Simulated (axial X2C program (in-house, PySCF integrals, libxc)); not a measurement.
Bond lengths and stretching modes, held linear, of ClZrCl

Computed with an axial X2C code built on PySCF integrals: two-component X2C with atomic mean-field Coulomb and Gaunt terms, Gaussian nuclei, basis Cl dyall-av3z, Zr dyall-v3z with contracted cores. Spin-free rows use the one-electron spin-free X2C Hamiltonian.

Masses Cl 34.969, Zr 89.905, Cl 34.969 u. States: 2c Ω = 1 (beyond evenly filled blocks: ω = -1/2, ω = 3/2); spin-free M_S = 1, Λ = 2 (beyond evenly filled blocks: σα, δ+α).

MP2, 2c: energies above the lowest point

```csv
r(Cl–Zr) (Å),r(Zr–Cl) (Å),E (meV)
2.3000,2.3000,59.22
2.3000,2.3590,26.33
2.3000,2.4180,43.25
2.3590,2.3000,26.33
2.3590,2.3590,0.00
2.3590,2.4180,22.90
2.3590,2.4769,84.22
2.4180,2.3000,43.25
2.4180,2.3590,22.90
2.4180,2.4180,51.26
2.4769,2.3590,84.22
2.4769,2.4769,188.41
```

Task: Fit a quadratic surface with cubic terms in each bond: where is the minimum, and what are the two stretching wavenumbers?

Result: At MP2, 2c: bonds 2.359 and 2.359 Å; harmonic stretches 348.4 and 415.2 cm⁻¹; force constants 2.25, 2.25 and coupling 0.25 mdyn/Å.

The other levels and Hamiltonians give:

```tsv
Hamiltonian	level	r(Cl–Zr) (Å)	r(Zr–Cl) (Å)	lower stretch (cm⁻¹)	upper stretch (cm⁻¹)
2c	PBE0	2.364	2.364	341.0	404.6
2c	HF	2.418	2.418	330.3	390.3
2c	TPSSh	2.372	2.372	338.7	402.3
spin-free	PBE0	2.364	2.364	341.3	404.9
spin-free	HF	2.418	2.418	330.6	390.7
spin-free	TPSSh	2.371	2.371	338.9	402.6
spin-free	MP2	2.359	2.359	348.7	415.4
```

Each state is one determinant, the lowest of a limited PBE0 search; the stretches come from a fit to these few points and carry an uncertainty of a few per cent. Other orders of the atoms were not compared. MP2 freezes inner shells (threshold -2 hartree). The molecule was held linear; bending was not examined, so a bent shape may lie lower. Open-shell Ω = 0 determinants with evenly filled partner blocks cannot be reached by this program, so the Ω shown need not be the lowest component. Note: functional without a current term on a determinant with orbital currents, of the molecule or an atom. Note: several unpaired electrons, one determinant need not be a pure state.
